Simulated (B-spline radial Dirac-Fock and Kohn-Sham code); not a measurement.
# Core and valence levels of Tm¹¹⁺

System: thulium as Tm¹¹⁺ in the configuration [Kr] 4d10 4f10 5s2; nuclear rms radius 5.2256 fm (A = 169).

Method: Dirac-Fock energy differences between relaxed states, corrected for Breit and QED terms. Computed with a radial B-spline solver. Correlation energy is missing from these numbers. Energies are counted from the vacuum level.

All terms are in eV, carry their sign (relaxation lowers the binding energy) and add up to the binding energy; ⟨r⟩ is the mean radius of the orbital in the initial state.

```
subshell  −ε (Koopmans)  relaxation    Gaunt  retardation  self-energy  vacuum polarisation  binding energy  ⟨r⟩ (bohr)
       K        59961.6      -76.44  -199.52        17.74      -114.95                20.24         59608.7       0.020
      L1        10418.0      -42.45   -21.17         1.46       -15.99                 2.63         10342.4       0.084
      L2         9916.7      -46.67   -36.70         4.01         0.21                 0.07          9837.6       0.070
      L3         8934.1      -44.12   -25.61         5.26        -1.03                -0.11          8868.5       0.078
      M1         2559.5      -20.77    -3.72         0.22        -3.60                 0.57          2532.2       0.220
      M2         2339.1      -21.65    -6.65         0.65        -0.01                 0.01          2311.4       0.210
      M3         2128.0      -20.40    -4.41         0.96        -0.24                -0.03          2103.8       0.224
      M4         1758.0      -22.75    -2.77         0.24         0.28                -0.03          1733.0       0.197
      M5         1712.4      -22.28    -1.84         0.26         0.15                -0.03          1688.7       0.201
      N1          696.5       -6.00    -0.82         0.06        -0.85                 0.14           689.0       0.496
      N2          605.8       -5.87    -1.42         0.15         0.01                 0.00           598.6       0.505
      N3          557.1       -5.18    -0.89         0.22        -0.04                -0.01           551.2       0.534
      N4          407.8       -4.84    -0.43         0.04         0.07                -0.01           402.6       0.555
      N5          398.7       -4.61    -0.24         0.05         0.04                -0.01           393.9       0.565
    N6,7          216.5       -3.79     0.09        -0.01         0.04                -0.01           212.8       0.638
      O1          234.7       -0.49    -0.19         0.02        -0.18                 0.03               ?       1.091
```

Problem. Which binding energy belongs in the row of O1?

Solution. 233.9 eV, the sum of the terms in that row (to rounding).

For the deepest level, K (1s), the Breit terms make up -0.305 % of the binding energy, QED -0.159 % and orbital relaxation -0.128 %.

Spin-orbit splittings: 2p 969.1 eV, 3p 207.6 eV, 3d 44.31 eV, 4p 47.47 eV, 4d 8.71 eV.

Going to the tabulated ground configuration of the next ion removes an electron from N6,7 (4f), computed at 212.8 eV. NIST lists 239 ± 12 eV as the ionisation energy of this species (theoretical), +26.20 eV from the computed value. Where a p, d or f shell is open in either ion the computed value averages over both j values and all terms, while the table refers to the lowest levels; that difference holds spin-orbit splitting (largest in heavy or highly charged ions), term energies where several electrons share open shells, and correlation, and it can reach 10 % or more.
